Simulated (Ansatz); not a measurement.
Z-matrix (Å, degrees):
```
Si
N 1 1.762
C 1 1.860 2 111.2
H 1 1.490 2 106.4 3 120.1
H 1 1.484 2 108.9 3 -122.6
B 2 1.407 1 117.8 3 72.3
Si 2 1.755 1 120.1 3 -105.2
H 3 1.093 1 110.6 2 179.8
H 3 1.093 1 111.0 2 59.9
H 3 1.093 1 110.5 2 -60.4
H 6 1.203 2 119.1 1 1.4
H 6 1.199 2 120.6 1 -178.4
Si 7 2.345 2 110.6 1 62.0
H 7 1.489 2 109.6 1 -58.2
H 7 1.485 2 108.4 1 -177.1
H 13 1.489 7 110.1 2 62.7
H 13 1.489 7 110.6 2 -56.7
H 13 1.488 7 110.5 2 -176.9
```

Total charge 0; spin multiplicity 1.

Q: List the ωB97M-V/def2-TZVPP orbital energies in eV (the Gaussian-basis code of Ansatz). (An estimate is asked.)

A: Ansatz gave: Occupied: -1807.33, -1807.24, -1806.85, -394.49, -281.13, -187.82, -148.38, -148.28, -147.98, -102.50, -102.48, -102.48, -102.41, -102.39, -102.36, -102.08, -102.08, -102.08, -26.69, -22.52, -18.79, -17.85, -17.28, -15.71, -14.41, -14.25, -13.64, -13.39, -12.90, -12.40, -12.21, -11.77, -11.56, -11.30, -10.90, -9.87. Lowest empty: 1.16, 1.57, 2.02, 2.12, 2.23, 2.48, 2.92, 3.06.
